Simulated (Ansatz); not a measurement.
Reaction (redistribution): `C[Te][AsH]O` + `OBF` → `C[Te]BF` + `O[AsH]O`

Program: Ansatz. Geometries: PBE0-D4/def2-TZVP. ΔE: electronic, gas phase. CCSD(T)/CBS adds triple-zeta CCSD(T) − MP2 to the extrapolated MP2 energy (def2 sets, frozen cores). This one scheme is used for every species. Functionals use def2-TZVPP. Elements past krypton have def2 core potentials. For As, Te outer-core shells are correlated without core-valence functions, which leaves a few kJ/mol of doubt a bond. Scalar relativity is left out up to krypton. One conformer a species, not always the lowest.

```tsv
level	ΔE (kJ/mol)	difference from CCSD(T)/CBS
LDA (SPW92)	154.6	2.4
PBE-D4	150.9	-1.3
r2SCAN-D4	152.8	0.6
PBE0-D4	156.4	4.2
BHLYP-D4	166.6	14.4
CAM-B3LYP-D4	156.9	4.7
PBE	147.6	-4.6
revPBE	144.5	-7.7
PBE0	153.4	1.2
r2SCAN0	157.7	5.5
LC-ωPBE	146.4	-5.8
RPA@PBE/def2-TZVPP	136.2	-16.0
CCSD(T)/def2-SVP	174.8	22.6
MP2/def2-TZVPP	149.0	-3.2
SCS-MP2/def2-QZVPP	148.8	-3.4
HF/CBS(def2)	160.0	7.8
CCSD(T)/CBS	152.2	0
```

Largest T1 diagnostic among the species: 0.013.

In def2-TZVPP, CCSD(T) changes the Hartree–Fock value by −15.4 kJ/mol (the triples alone add −2.0 kJ/mol) and MP2 by −12.8 kJ/mol. From BLYP to BHLYP (50 % exact exchange), in def2-TZVPP and without D4, ΔE moves by +10.1 kJ/mol. Leaving LDA and LC-ωPBE aside and taking each functional with its dispersion term where it has one, the values, not all of them listed here, spread over 21.0 kJ/mol, from B97M-V to BHLYP-D4. LDA lies +7.0 kJ/mol from PBE without D4.
